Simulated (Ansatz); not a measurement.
```yaml
crystal:
  periodic: [false, false, false]
  atoms:
    - {symbol: Al, position_ang: [-1.546019, 0.032862, 0.547286]}
    - {symbol: N, position_ang: [-0.824866, -1.306067, -0.260915]}
    - {symbol: Ga, position_ang: [1.028109, -1.022213, -0.764838]}
    - {symbol: Cl, position_ang: [1.750303, -2.783468, -1.745676]}
    - {symbol: Ga, position_ang: [1.381418, 1.199429, 0.041556]}
    - {symbol: H, position_ang: [-3.096763, 0.247580, 0.985485]}
    - {symbol: H, position_ang: [-0.463729, 1.343474, 0.554234]}
    - {symbol: H, position_ang: [-1.315359, -2.046061, -0.506275]}
    - {symbol: H, position_ang: [2.075057, 1.343118, 1.619688]}
    - {symbol: H, position_ang: [1.196752, 2.422435, -0.762173]}
basis:
  gaussian: {orbitals: aug-pcseg-2}
hamiltonian: {xc: {name: wB97X-D}}
correlation: {electrons: all}
```

```sh
$ ansatz run in.yaml --threads 2 --pin off --events-out ev --progress --plain --max-ram 32768MiB --backend cuda --devices 0, --max-vram 18GiB
```

Shortened log:

```
Error: YAML parse error: error: line 16 column 19: hamiltonian.xc: no functional is named "wB97X-D"; the names, which are not case-sensitive, are SVWN5, SPW92, PBE, PBE0, PBEsol, revPBE, revPBE0, RPBE, rPW86-PBE, HSE06, wPBEh, LC-wPBE, HISS, HF, BLYP, B3LYP, B3LYP5, BHLYP, CAM-B3LYP, r2SCAN, r2SCANh, r2SCAN0, r2SCAN50, m-r2SCAN, B97, wB97, wB97X, wB97X-V, B97M-V, wB97M-V, B2PLYP, B2GP-PLYP, PBE0-DH, PBE-QIDH
14 | basis:
15 |   gaussian: {orbitals: aug-pcseg-2}
16 | hamiltonian: {xc: {name: wB97X-D}}
17 | correlation: {electrons: all}
```

Q: What is wrong with this run?

A: The method's name isn't one that the program takes here. The input was rejected before any iteration.

HSE06 is defined as in plane-wave codes.
